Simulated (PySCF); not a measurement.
Isomers of C8H11Cl.

All values: PBE0/pcSseg-1 (PySCF) at GFN2-xTB geometries, gas phase, one conformer each.

Problem. Rank by HOMO–LUMO gap, highest first.
A. `[CH2:1]=[CH:2][C:3](=[CH2:4])[C:5](=[CH2:6])[CH2:7][CH2:8][Cl:9]` with C1–C2–C3–C4 175°, C2–C3–C5–C6 -65°, C3–C5–C7–C8 -70°, C5–C7–C8–Cl9 178°
B. `[CH3:1][C:2]1=[CH:3][CH2:4][CH2:5]/[C:6](=[CH:7]/[Cl:8])[CH2:9]1` with C2–C3–C4–C5 21°, C3–C4–C5–C6 -49°, C4–C5–C6–C7 -117°, C5–C6–C9–C2 -40°
C. `[CH3:1][C:2]1=[CH:3]/[C:4](=[CH:5]/[Cl:6])[CH2:7][CH2:8][CH2:9]1` with C2–C3–C4–C5 178°, C3–C4–C7–C8 33°, C4–C7–C8–C9 -58°, C7–C8–C9–C2 53°

Solution. B (7.11 eV), A (5.78 eV), C (5.52 eV).

All values together:

| SMILES | μ (D) | HOMO (eV) | LUMO (eV) | lowest IAO charge (e) | highest IAO charge (e) | lowest Hirshfeld charge (e) | highest Hirshfeld charge (e) |
| --- | --- | --- | --- | --- | --- | --- | --- |
| C=CC(=C)C(=C)CCCl | 2.12 | -6.86 | -1.08 | -0.320 (C) | +0.165 (H) | -0.097 (C) | +0.049 (H) |
| CC1=CCC/C(=C/Cl)C1 | 1.90 | -6.88 | 0.22 | -0.422 (C) | +0.163 (H) | -0.117 (C) | +0.049 (H) |
| Cl/C=C1\C[C@@H]2CC[C@H]1C2 | 2.27 | -6.77 | 0.26 | -0.278 (C) | +0.164 (H) | -0.076 (C) | +0.050 (H) |
| CC1=C/C(=C/Cl)CCC1 | 2.42 | -6.16 | -0.63 | -0.422 (C) | +0.163 (H) | -0.116 (C) | +0.048 (H) |

Conformers: `[CH2:1]=[CH:2][C:3](=[CH2:4])[C:5](=[CH2:6])[CH2:7][CH2:8][Cl:9]` with C1–C2–C3–C4 175°, C2–C3–C5–C6 -65°, C3–C5–C7–C8 -70°, C5–C7–C8–Cl9 178°; `[CH3:1][C:2]1=[CH:3][CH2:4][CH2:5]/[C:6](=[CH:7]/[Cl:8])[CH2:9]1` with C2–C3–C4–C5 21°, C3–C4–C5–C6 -49°, C4–C5–C6–C7 -117°, C5–C6–C9–C2 -40°; `[CH3:1][C:2]1=[CH:3]/[C:4](=[CH:5]/[Cl:6])[CH2:7][CH2:8][CH2:9]1` with C2–C3–C4–C5 178°, C3–C4–C7–C8 33°, C4–C7–C8–C9 -58°, C7–C8–C9–C2 53°.
